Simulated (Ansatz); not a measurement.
Species: SrCl, charge 1, multiplicity 1. 
Geometry from a B3LYP-D3(BJ)/def2-TZVP (Ansatz, a first-principles code) optimisation:
SMILES: [Cl][Sr+]
```xyz
2

Sr     0.0000     0.0000    -0.7671
Cl     0.0000     0.0000     1.7148
```
Charge +1, spin multiplicity 1.

Give the harmonic wavenumbers at B3LYP-D3(BJ)/def2-TZVP (Ansatz, finite differences of forces, unscaled).

358 cm⁻¹. Zero-point energy 0.5 kcal/mol.

From these and the geometry, give the ideal-gas thermochemistry at 298.15 K and 1 atm (rigid rotor, harmonic oscillator).

Point group C∞v, rotational symmetry number 1. Rotational constants 3.251, 3.251 GHz. S(trans) 40.34, S(rot) 17.00, S(vib) 1.13, S(elec, spin only) 0.00, S 58.5 cal/(mol K). H(298) - H(0) 2.29 kcal/mol; G - E(el) -14.6 kcal/mol.
